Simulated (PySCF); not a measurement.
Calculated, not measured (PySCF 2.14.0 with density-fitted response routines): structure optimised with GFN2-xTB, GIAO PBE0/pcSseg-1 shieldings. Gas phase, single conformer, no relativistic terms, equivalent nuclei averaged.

Shifts are taken against calculated references (same method and geometry level): 1H and 13C against TMS. Acid and N–H amide carbonyl carbons lie up to 10 ppm further downfield in solution (hydrogen bonding). Shifts are as computed. Against solution values, carbons near 30 ppm lie about +3 ppm off and those near 130 ppm about +5 ppm; carbons on Cl a further +6 ppm. Of 1211 compounds with measured shifts, 218 miss one by over three times the rms of a fit or turn the order of signals round; such compounds aren't used in these exercises. Carbons bonded to Cl come out too deshielded. OH and NH positions are gas-phase values without hydrogen bonding to other molecules.

Problem. Order these molecules by the shift of their most shielded carbon-bound hydrogen, lowest δ first.
A. C=C/C(=C(/C)F)C(F)(F)F
B. C=CNC(=O)[SiH2]N
C. Fc1cpc2ccccc2c1
D. N#C[C@@H]1[C@H](Cl)CCC12CC2

Solution. D (0.54 ppm, hydrogen on a three-membered-ring carbon), A (2.51 ppm, hydrogen on an allylic methyl carbon), B (4.58 ppm, hydrogen on a β carbon of an enol-ether or enamine type C=C), C (7.84 ppm, hydrogen on an aromatic CH).

Problem. Order these molecules by the shift of their most shielded carbon, lowest δ first.
A. Fc1cpc2ccccc2c1
B. C=CNC(=O)[SiH2]N
C. C=C/C(=C(/C)F)C(F)(F)F

Solution. C (20.4 ppm, allylic methyl carbon), B (95.5 ppm, β carbon of an enol-ether or enamine type C=C), A (122.6 ppm, aromatic CH).

Problem. How many 13C and 1H signals does each give (equivalence by symmetry and fast rotation, but not about amide C–N or C=N bonds)? `N#C[C@@H]1[C@H](Cl)CCC12CC2`, `C=CNC(=O)[SiH2]N`, `C=C/C(=C(/C)F)C(F)(F)F`, `Fc1cpc2ccccc2c1`

Solution. N#C[C@@H]1[C@H](Cl)CCC12CC2: 8 C, 10 H; C=CNC(=O)[SiH2]N: 3 C, 6 H; C=C/C(=C(/C)F)C(F)(F)F: 6 C, 4 H; Fc1cpc2ccccc2c1: 9 C, 6 H.
